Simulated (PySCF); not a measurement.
C2H6BFS, SMILES CSB(C)F. Atoms are numbered in the order given.

```xyz
11

B      0.0321     0.8195     0.0000
F      0.9108     1.8258     0.0000
C     -1.4936     1.1640     0.0000
H     -2.1754     0.3048     0.0000
H     -1.7184     1.7885    -0.8812
H     -1.7184     1.7885     0.8812
S      0.7903    -0.8156     0.0000
C     -0.6231    -1.9538     0.0000
H     -1.2404    -1.8265     0.8990
H     -0.2088    -2.9703     0.0000
H     -1.2404    -1.8265    -0.8990
```

Coordinates come from a PBE0-D3(BJ)/def2-SVP optimisation. The values are those of a single conformer.

Two levels are set side by side: PBE/pcSseg-1 (PySCF) and PBE0/pcSseg-1 (PySCF). GIAO shifts against BF3 (¹¹B), CFCl3 (¹⁹F), H2S (³³S), TMS (¹H), TMS (¹³C) at the same level; non-relativistic, no solvent, atoms listed together averaged. Differences are taken from unrounded values.

```json
[
 {"quantity": "δ(¹¹B) of B1 (ppm)", "PBE0": "44.2", "PBE": "44.1", "PBE minus PBE0": "-0.2"},
 {"quantity": "δ(¹⁹F) of F2 (ppm)", "PBE0": "-44.6", "PBE": "-55.0", "PBE minus PBE0": "-10.4"},
 {"quantity": "δ(¹³C) of C3 (ppm)", "PBE0": "3.9", "PBE": "3.4", "PBE minus PBE0": "-0.6"},
 {"quantity": "δ(³³S) of S7 (ppm)", "PBE0": "197.4", "PBE": "220.1", "PBE minus PBE0": "22.7"},
 {"quantity": "δ(¹³C) of C8 (ppm)", "PBE0": "16.8", "PBE": "17.9", "PBE minus PBE0": "1.0"}
]
```

Rough cost on one machine, each run with all the roots and properties that it gave: PBE0 against PBE within a factor of 2.
